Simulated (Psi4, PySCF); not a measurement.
The PySCF input:
```python
from pyscf import gto, scf, dft

mol = gto.Mole()
mol.atom = '''
    C     0.11500632    0.05201120   -0.05302050
    O     0.26258741    1.21666153   -0.49561643
    O    -1.20825450   -0.24327257    0.45360888
    H    -1.68617274    0.58417768    0.31791387
    C     0.98094306   -0.97998349    0.03343690
    H     0.68003939   -1.92741954    0.44895840
    H     1.99577385   -0.87603609   -0.31331037
'''
mol.basis = '6-31g*'
mol.charge = -1
mol.verbose = 3
mol.build()

mf = dft.RKS(mol)
mf.xc = 'camb3lyp'
mf.grids.atom_grid = (99, 590)
mf.grids.prune = None
mf.kernel()
```

**Question.** Give the equivalent Psi4 input.

**Answer.** This is not unique; one that fits is 
```
memory 2 GB

molecule {
-1 1
C     0.11500632    0.05201120   -0.05302050
O     0.26258741    1.21666153   -0.49561643
O    -1.20825450   -0.24327257    0.45360888
H    -1.68617274    0.58417768    0.31791387
C     0.98094306   -0.97998349    0.03343690
H     0.68003939   -1.92741954    0.44895840
H     1.99577385   -0.87603609   -0.31331037
}

set {
  basis 6-31g*
  scf_type pk
  puream true
  d_convergence 1e-8
  dft_radial_points 99
  dft_spherical_points 590
}

energy('cam-b3lyp')
print_variables()
```

Both were run: PySCF gave -228.351464 Eh and Psi4 -228.351464 Eh, 0.000 mEh apart.
